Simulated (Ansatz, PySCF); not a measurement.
Gas-phase reaction in SMILES: Br[Se]Br [bromo selenohypobromite] -> Br[Se]Br as doublet, charge +1 + e-
Structures are relaxed separately at B3LYP-D3(BJ)/def2-TZVP in Ansatz (a program for electronic structure).
Geometry of the first species:
```
Se
Br 1 2.3360
Br 1 2.3360 2 102.92
```
Charge 0, spin multiplicity 1.

Quantity: adiabatic ionisation energy (electronic energy difference), in eV. Cores are frozen in the correlated levels unless marked. UHF or UKS for open shells. No spin-orbit coupling. The frozen core is the preceding noble-gas configuration, with the filled d and f shells of earlier blocks. Non-relativistic. Basis-set limits of correlation are two-point, X^-3; Hartree-Fock from the larger set. [CCSD(T)-MP2]/basis is that difference in the basis named.

```json
[
 {"level": "r2SCAN/def2-TZVPD", "program": "Ansatz", "adiabatic ionisation energy (eV)": "8.77"},
 {"level": "B3LYP-D3(BJ)/def2-TZVPD", "program": "Ansatz + dftd3", "adiabatic ionisation energy (eV)": "8.91"},
 {"level": "PBE0/def2-SVP", "program": "Ansatz", "adiabatic ionisation energy (eV)": "8.95"},
 {"level": "PBE0-D3(BJ)/def2-TZVPD", "program": "Ansatz + dftd3", "adiabatic ionisation energy (eV)": "___"},
 {"level": "TPSSh-D4/def2-TZVPD", "program": "PySCF + dftd4", "adiabatic ionisation energy (eV)": "___"},
 {"level": "M06-2X/def2-TZVPD", "program": "PySCF", "adiabatic ionisation energy (eV)": "9.10"},
 {"level": "LC-wPBE/def2-TZVPD", "program": "Ansatz", "adiabatic ionisation energy (eV)": "___"},
 {"level": "B2GP-PLYP-D4/def2-TZVPD", "program": "Ansatz + dftd4", "adiabatic ionisation energy (eV)": "___"},
 {"level": "PBE-QIDH/def2-TZVPD", "program": "Ansatz", "adiabatic ionisation energy (eV)": "9.03"},
 {"level": "CCSD/STO-3G", "program": "Ansatz", "adiabatic ionisation energy (eV)": "6.39"},
 {"level": "CCSD/6-31G*", "program": "Ansatz", "adiabatic ionisation energy (eV)": "8.84"},
 {"level": "CCSD/aug-cc-pVTZ", "program": "Ansatz", "adiabatic ionisation energy (eV)": "9.00"},
 {"level": "RI-MP2/CBS(aug-cc-pVTZ,aug-cc-pVQZ)+[CCSD(T)-MP2]/aug-cc-pVTZ", "program": "Ansatz", "adiabatic ionisation energy (eV)": "9.10"}
]
```

Question: Fill in the missing entries.

Answer: 
- PBE0-D3(BJ)/def2-TZVPD, adiabatic ionisation energy (eV): 8.86
- TPSSh-D4/def2-TZVPD, adiabatic ionisation energy (eV): 8.80
- LC-wPBE/def2-TZVPD, adiabatic ionisation energy (eV): 9.14
- B2GP-PLYP-D4/def2-TZVPD, adiabatic ionisation energy (eV): 8.94
